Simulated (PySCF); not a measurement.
**Polarisability and C₆ of S (sulfur, neutral)**

[Ne] 3s2 3p4, high-spin 3P determinant. Computed with PySCF 2.14 in aug-cc-pVQZ-DK (7s6p4d3f2g, 84 functions), with the spin-free X2C one-electron Hamiltonian (Gaussian nucleus). Coupled (time-dependent) response in atomic units; α is the mean over directions.

```
method  mean α (bohr³)         α xx, yy, zz  C₆ (like pair)  S(−4)
   UHF           19.11  17.98, 21.38, 17.98           130.1  102.4
   PBE           21.01  19.50, 24.02, 19.50           145.3  138.9
  PBE0           20.08  18.76, 22.74, 18.76           137.8  120.5
   M06           20.12  18.73, 22.90, 18.73           134.5  130.2
 B97-3           20.11  18.74, 22.87, 18.74           137.9  121.1
```

S(−4) is the Cauchy moment in α(ω) = α(0) + S(−4) ω² + …

Reference α: 19.4 ± 0.1 bohr³ (recommended; Schwerdtfeger and Nagle, table of static dipole polarizabilities (2023 update)). Published C₆: 134.0 (Chu and Dalgarno (2004); Tang, Norbeck and Certain (1976)).

α(iu) at PBE:

```json
{"u (hartree)": "0", "α(iu) (bohr³)": "21.01"}
{"u (hartree)": "0.0500", "α(iu) (bohr³)": "20.67"}
{"u (hartree)": "0.100", "α(iu) (bohr³)": "19.74"}
{"u (hartree)": "0.200", "α(iu) (bohr³)": "16.91"}
{"u (hartree)": "0.300", "α(iu) (bohr³)": "13.90"}
{"u (hartree)": "0.500", "α(iu) (bohr³)": "9.214"}
{"u (hartree)": "0.750", "α(iu) (bohr³)": "5.769"}
{"u (hartree)": "1.00", "α(iu) (bohr³)": "3.861"}
{"u (hartree)": "1.50", "α(iu) (bohr³)": "2.036"}
{"u (hartree)": "2.00", "α(iu) (bohr³)": "1.252"}
{"u (hartree)": "3.00", "α(iu) (bohr³)": "0.6196"}
{"u (hartree)": "5.00", "α(iu) (bohr³)": "0.2565"}
```

A single London oscillator, α(iu) = α/(1 + u²/ω²), gives C₆ = (3/4) ω α². Matching the computed C₆ needs ω = 4 × 145.3 / (3 × 21.01²) = 0.439 hartree.

The components differ because the open shell of this determinant is not spherical; for a pure term their mean is the scalar polarisability.
